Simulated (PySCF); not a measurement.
Substituent effects on chemical shifts

Parent skeleton `[CH3:1][SiH:2]([Cl:3])[CH2:4][C:5]#[N:6]`; one hydrogen on atom 1 is replaced by X. Hydrogens on one atom are averaged.

No relativistic terms, single conformer, isolated molecule. GIAO PBE0/pcSseg-1 shieldings; structure optimised with GFN2-xTB; PySCF.

Scale: TMS for 13C and 29Si and 1H; HCl for 35Cl; NH3 for 15N (reference shieldings calculated alike).

Known members:
```
       X    C1  Si2    Cl3   C4     C5     N6  H(C1)  H(Si2)  H(C4)
    CCl3  53.2  0.1    4.4  5.4  119.5  300.8   2.85    5.62   1.87
     iPr  30.3  4.8  -31.9  5.6  120.2  298.2   1.05    5.39   1.83
propynyl   9.1  4.6  -23.7  3.7  119.9  298.0   2.19    5.28   2.07
   CH2Cl  25.9  3.1    5.6  4.1  121.1  299.0   1.65    5.31   2.33
     cPr  25.3  5.8  -17.8  4.1  120.8  298.2   1.09    5.38   2.05
```

Four more derivatives gave (δ, ppm):
```csv
compound,C1,Si2,Cl3,C4,C5,N6,H(C1),H(Si2),H(C4)
1,57.3,2.4,-27.4,2.9,120.1,297.7,3.83,5.35,2.17
2,30.9,2.6,-28.3,5.4,120.2,298.0,1.25,5.22,1.82
3,23.2,7.7,-24.8,5.7,120.2,298.0,1.02,5.20,1.85
4,20.3,6.5,-28.7,3.7,120.1,298.2,1.14,5.39,1.93
```

Q: Their substituents are C2H5, N=CH2, allyl, cBu. Which is which?

A: 1: X = N=CH2 (C=NC[Si@@H](Cl)CC#N); 2: X = cBu (N#CC[Si@H](Cl)CC1CCC1); 3: X = C2H5 (CCC[Si@@H](Cl)CC#N); 4: X = allyl (C=CCC[Si@H](Cl)CC#N).

Experimental scales use liquid or dissolved standards, which lie at an offset from isolated NH3 (liquid NH3: subtract about 20 ppm). Unscaled 15N shifts of sp2 nitrogen come out 20 to 40 ppm too high even then.
